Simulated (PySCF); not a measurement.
Predicted microwave data (PBE0-D3(BJ)/def2-SVP geometry optimisation, gas phase (PySCF 2.14.0)) for one isomer of C5H11NO:

| Quantity | Value |
| --- | --- |
| Rotational constants | A = 8210, B = 1170, C = 1051 MHz |
| Dipole components | \|μa\| = 0.60 D, \|μb\| = 3.43 D, \|μc\| = 0.00 D |
| Inertial defect | -12.61 u·Å² |
| κ | -0.97 |

Question: Which candidate fits, each taken in the one conformer that was computed?
A. `[CH3:1][CH:2]([CH3:3])[CH2:4][C:5]([NH2:6])=[O:7]` with C1–C2–C4–C5 67°, C2–C4–C5–N6 -150°, C4–C5–N6–H 1° and -176°
B. `[CH3:1][C:2](=[O:3])[NH:4][CH:5]([CH3:6])[CH3:7]` with C1–C2–N4–C5 179°, C2–N4–C5–C6 124°
C. `[CH3:1][CH2:2][CH2:3][C:4](=[O:5])[NH:6][CH3:7]` with C1–C2–C3–C4 180°, C2–C3–C4–O5 0°, C3–C4–N6–C7 180°

Answer: C. It is CCCC(=O)NC, a near-prolate asymmetric top, point group Cs. The candidates at the same level (rigid rotor, commonest isotopes):

```
      SMILES  A (MHz)  B (MHz)  C (MHz)  μa (D)  μb (D)  μc (D)  Δ (u·Å²)  point group                        rotor
  CCCC(=O)NC     8210     1170     1051    0.60    3.43    0.00    -12.61           Cs  near-prolate asymmetric top
CC(=O)NC(C)C     4655     1481     1440    1.31    1.94    2.71    -98.73      near Cs                            –
CC(C)CC(N)=O     4810     1512     1415    0.55    2.63    2.24    -82.20           C1  near-prolate asymmetric top
```

`CC(=O)NC(C)C` has A 43 % too low; `CC(C)CC(N)=O` has A 41 % too low. In the right answer the mirror of this Cs structure is the ab plane, so μc vanishes by symmetry. No structure here is proved a minimum.
